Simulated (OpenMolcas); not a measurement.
## Li I: effect of the active space

```
Program             : OpenMolcas 26.06
Method              : CASSCF or its RAS form
Basis               : ANO-RCC-VTZP
Scalar Hamiltonian  : DKH3, point nucleus
Spin-orbit coupling : RASSI with atomic mean-field integrals over the reference wave functions, term energies averaged over their components
```

A. 1 electron in 4 orbitals (2s 2p); 2S+1 = 2 even, 1 root; 2S+1 = 2 odd, 3 roots; cost roughly 5 core-seconds
B. 1 electron in 8 orbitals (2s 2p 3s 3p); 2S+1 = 2 even, 1 root; 2S+1 = 2 odd, 3 roots; cost of the order of 7 core-seconds
C. 1 electron in 9 orbitals (RAS2 2s 2p; RAS3 3d, at most 1 electron); 2S+1 = 2 even, 1 root; 2S+1 = 2 odd, 3 roots; cost of the order of 7 core-seconds

Energies in cm⁻¹ above 2s ²S_1/2, the measured ground level; measured values from NIST Handbook of Basic Atomic Spectroscopic Data.

```
     Level      A      B      C  Measured
 2s ²S_1/2    0.0    0.0    0.0       0.0
2p ²P°_1/2  14851  14851  14851     14904
2p ²P°_3/2  14851  14851  14851     14904
```

Deviations, from unrounded energies. A percentage is the sum of absolute deviations over the sum of measured energies, with the sign that they share, or ± where signs differ.

```
           Against measurement  Levels     A     B     C
mean absolute deviation (cm-1)       2    53    53    53
      other configurations (%)       2  -0.4  -0.4  -0.4
```

A, B, C lie about equally close to measurement. The largest miss of A in the table is 2p ²P°_3/2, by -53 cm-1. The ranking rests on the paired levels alone, and a cruder setting can come out closer through cancelling errors.

Among A to C no level of the table moves by more than 5 cm-1.

ANO sets are built for ground and valence states and can reach diffuse excited orbitals poorly. With one active electron the reference holds no correlation, so core polarisation is missing. With one active electron outside closed inactive shells, the extra shells (3p 3s) add no correlation to the reference (holds for B). With one active electron outside closed inactive shells, the extra shells (3d) add no correlation to the reference (holds for C). Computed and measured levels are paired by configuration, term and J; levels that our copy of the source lacks, or whose pairing is in doubt (as where it misses far off the trend of its configuration), stay unpaired and out of the deviations. Levels of configurations outside the active space are missing.

° marks odd parity.
